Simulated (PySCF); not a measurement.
NiO, SMILES [O]=[Ni] (connectivity only; charge and spin as stated), neutral, multiplicity 3. Atoms are numbered in the order given.

```xyz
2

Ni     0.0000     0.0000    -0.3588
O      0.0000     0.0000     1.2559
```
Charge 0, spin multiplicity 3.

Geometry: PBE0-D3(BJ)/def2-TZVPD. The spin state was assumed, not searched.

Level of theory: PBE/def2-TZVPD (PySCF).

Mulliken values depend strongly on the basis, most of all with diffuse functions as here. ESP charges are fitted to the potential on shells at 1.4 to 2.0 van der Waals radii. Atomic charges (e):

```json
[
 {"atom": "Ni1", "meta-Löwdin": "0.57", "ESP fit": "(withheld)", "Mulliken": "0.49", "Mulliken spin": "1.00"},
 {"atom": "O2", "meta-Löwdin": "-0.57", "ESP fit": "(withheld)", "Mulliken": "-0.49", "Mulliken spin": "1.00"}
]
```

Problem. Complete the blanks. (The exact figures need the calculation; the answer reports its results.)

Solution. 
- Ni1, ESP fit: 0.49
- O2, ESP fit: -0.49
